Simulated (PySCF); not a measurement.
Calculated properties of `O=C(F)c1ccccc1`

Species: C7H5FO.
Numbering: `[O:1]=[C:2]([F:3])[c:4]1[cH:5][cH:6][cH:7][cH:8][cH:9]1` (hydrogens: H10 on C5; H11 on C6; H12 on C7; H13 on C8; H14 on C9)

Structural features include: benzene ring and C–F bond.

**GFN2-xTB geometry**

```
Point group of the GFN2-xTB geometry                  : Cs
Rotational constants A, B, C of the GFN2-xTB geometry : 3.870, 1.223, 0.929 GHz
```

**B3LYP/def2-SVPD ground state and vertical TDDFT (core frozen in the response) (PySCF)**

```
Dipole moment                                                     : 4.22 D
HOMO energy                                                       : -7.86 eV
LUMO energy                                                       : -2.27 eV
HOMO–LUMO gap                                                     : 5.59 eV
Lowest singlet excitation                                         : 4.86 eV (255 nm, f = 0.025)
Strongest line among the 8 lowest singlet transitions             : S6 at 6.78 eV (183 nm, f = 0.535)
Lowest triplet excitation (Tamm–Dancoff)                          : 3.77 eV
Static isotropic polarisability                                   : 83.4 au
Electronic spatial extent ⟨r²⟩ about the centre of nuclear charge : 1152 bohr²
```

Monoisotopic mass (most abundant isotopes): 124.0324 u.

The vertical singlet–triplet gap S1 − T1 is 1.09 eV (TDDFT singlet less Tamm–Dancoff triplet; S1: HOMO→LUMO, weight 0.80; T1: HOMO−1→LUMO, weight 0.76). With B = h/(8π²I), that is 505.379 GHz u Å² over I, the principal moments of inertia are 130.6, 413.2 and 543.8 u Å² (most abundant isotopes); the inertial defect Ic − Ia − Ib is 0.0 u Å² (zero for a rigid planar frame, negative otherwise). The rotational constants make it an asymmetric top with κ = (2B − A − C)/(A − C) = -0.80, nearer the prolate limit (−1). The principal polarisabilities are 47.9, 89.8 and 112.4 au; their mean is the isotropic value. S1 lies 0.73 eV below the HOMO–LUMO gap; its leading configuration is HOMO→LUMO, weight 0.80.

One conformer (not necessarily the lowest) at the GFN2-xTB geometry, without solvent, vibrations or thermal averaging.

Conformer computed: `[O:1]=[C:2]([F:3])[c:4]1[cH:5][cH:6][cH:7][cH:8][cH:9]1`: O1–C2–C4–C5 180°.
